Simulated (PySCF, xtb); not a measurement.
CH11NOSi3, SMILES [SiH2](N)OC([SiH3])[SiH3]. Other conformers were not sampled.

Harmonic wavenumbers (cm⁻¹) from GFN2-xTB (xtb 6.7.1) at its own minimum, in rising order: 21, 55, 103, 116, 125, 128, 138, 220, 248, 264, 500, 504, 518, 526, 527, 560, 630, 682, 751, 752, 767, 769, 783, 785, 792, 805, 812, 834, 846, 923, 1087, 1090, 1267, 1534, 2223, 2246, 2251, 2254, 2260, 2261, 2269, 2280, 2858, 3485, 3518.

Q: What does PBE-D3(BJ)/def2-SVP (PySCF) give at its own minimum? (The exact figures need the calculation; the answer reports its results.)

A: 19, 29, 97, 130, 134, 165, 204, 243, 263, 275, 415, 502, 527, 545, 549, 615, 748, 748, 770, 808, 846, 862, 874, 883, 902, 907, 912, 914, 918, 922, 1018, 1030, 1255, 1495, 2149, 2156, 2161, 2163, 2168, 2170, 2177, 2182, 2899, 3495, 3590. Paired by order, the mean absolute difference is 56 cm⁻¹ and the zero-point energies are 69.1 and 69.8 kcal/mol.
